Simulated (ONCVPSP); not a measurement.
# aluminium (Al): ONCV pseudisation with PBE, scalar-relativistic reference atom.

```json
{"Element": "aluminium (Al)", "Generator": "ONCVPSP 4.0.1", "Type": "optimised norm-conserving Vanderbilt (ONCV)", "Functional": "PBE", "Relativity": "scalar-relativistic", "Frozen core": "[Ne]", "Valence charge": "3", "Reference configuration": "3s2 3p1", "Partial waves": "3s: rc 2.20 bohr, ncon 4, nbas 8, qcut 3.3 1/bohr, 2 projectors, debl 2.9 Ha; 3p: rc 2.20 bohr, ncon 4, nbas 7, qcut 3 1/bohr, local; d scattering state at 0.36 Ha: rc 2.30 bohr, ncon 4, nbas 8, qcut 4.2 1/bohr, 2 projectors, debl 1 Ha", "Local potential": "the p channel", "Core correction": "Teter function, fcfact 2.75, rcfact 1.05"}
```

All-electron outer shells of the reference configuration (PBE, scalar-relativistic, ld1.x):

```json
{"shell": "2s", "level (eV)": "-108.17", "outermost node (bohr)": "0.16", "outermost maximum (bohr)": "0.50"}
{"shell": "2p", "level (eV)": "-69.64", "outermost node (bohr)": "–", "outermost maximum (bohr)": "0.43"}
{"shell": "3s", "level (eV)": "-7.75", "outermost node (bohr)": "0.80", "outermost maximum (bohr)": "2.09"}
{"shell": "3p", "level (eV)": "-2.71", "outermost node (bohr)": "0.82", "outermost maximum (bohr)": "2.64"}
```

(1) Estimate the cutoffs (Ha) at which the residual kinetic energy of the hardest occupied pseudo-wave falls to 1 and 0.1 mHa per electron.

(2) Does the potential have ghost states?

(3) Which valence shell sets the plane-wave cutoff?

(4) Tests: 3s2 3p0; 3s1 3p0; 3s2 3p0.5; 3s1 3p1. Which has the largest error in its energy relative to the reference configuration, and how large is it?

## Answers

(1) 4.9 Ha and 16 Ha. The cutoffs count occupied waves only; projector 2 of the s channel, the hardest unoccupied one, needs 38 Ha at the loose tolerance.

(2) No bound ghost flagged; no localised positive-energy state flagged.

(3) 3s: 5 Ha for 1 mHa per electron, against 2 Ha for 3p.

(4) 3s1 3p0, with +12 meV (all-electron minus pseudo) on +24.99 eV.
